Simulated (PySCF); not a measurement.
Structure problem from calculated spectra and properties.

Elements present: C, F, H and Se. Monoisotopic mass: 163.9352 u.

| Quantity | Value |
| --- | --- |
| Rotational structure | rotational constants A, B, C: 3.689, 1.794, 1.539 GHz [PBE0-D3(BJ)/def2-SVP] |
| Valence photoelectron | vertical ionisation energy: 9.39 eV [ΔSCF PBE0/def2-SVPD] |
| XPS | C1s 291.7, C1s 298.3, F1s 694.2 (×3) eV [ΔSCF SCAN, pcX-2 on the ionised atom, pcseg-1 elsewhere, spin-free X2C] |
| Polarisability | 55.8 au [PBE0/def2-SVPD] |
| 13C NMR | chemical shifts (computed TMS as zero) by class: 150.5 (1 C), 12.1 (1 C) ppm [GIAO CAM-B3LYP/pcSseg-2] |
| Dipole | 2.22 D [PBE0/def2-SVPD] |
| Couplings | largest of the computed one-bond spin–spin couplings (means over like bonds): 19F–13C -402.7 (×3), 13C–1H +152.0 (×3) Hz [B3LYP/pcJ-1 (pcSseg-1 on Se)] |
| UV, strongest line | among the 10 lowest singlet transitions: S9 at 8.33 eV (149 nm, f = 0.183) [TDDFT PBE0/def2-SVPD] |

Gas-phase values; electronic properties from PySCF, density fitting. Levels stand in brackets. Isolated species at its PBE0-D3(BJ)/def2-SVP geometry, gas phase. Relativistic effects, spin–orbit coupling among them, are left out (core-ionisation runs apart) although an element past zinc is present. Each NMR value is the plain mean over a class of atoms that symmetry, rotation or inversion makes alike.

Task: Which formula fits the mass and the elements?

Result: C2H3F3Se (calculated 163.9352). No other formula that holds each of these elements comes within 0.0003 u with a fitting electron parity and a possible valence count.

Task: What is the compound? Reason from the data.

Result: Numbering: `[CH3:1][Se:2][C:3]([F:4])([F:5])[F:6]`. 2 carbons fall into 2 classes; from least to most shielded: CF3 carbon [C3] (150.5 ppm), sp3 carbon bound to selenium [C1] (12.1 ppm). The couplings run between: -402.7 Hz, fluorine of a CF3 group [F4] and CF3 carbon [C3] (with 2 like pairs); +152.0 Hz, sp3 carbon bound to selenium [C1] and its hydrogen (with 2 like pairs). The core levels belong to: C1s 291.7 eV, sp3 carbon bound to selenium [C1]; C1s 298.3 eV, CF3 carbon [C3]; F1s 694.2 eV, fluorine of a CF3 group [F4/F5/F6]. One atom of each topological class was ionised and stands for its class. No core level of Se was computed. The first electron is taken from the HOMO, whose largest Löwdin shares are 0.74 on the selenium bonded to 2 C, 0.10 on the sp3 carbon bound to selenium and 0.07 on the CF3 carbon. The optimised geometry has point group Cs and is an asymmetric top. Structure: `C[Se]C(F)(F)F`. Computed isomers that give other values at the same levels: `FC(F)(F)C[SeH]` (rotational constant A: 5.262 GHz; this holds for the one conformer computed). The assignments are read from this structure; whether some other isomer fits the data as well wasn't checked. NMR values of atoms bound to Se lack the spin–orbit term that these neighbours bring.

The values belong to the conformer `[CH3:1][Se:2][C:3]([F:4])([F:5])[F:6]`: C1–Se2–C3–F4 -179°.
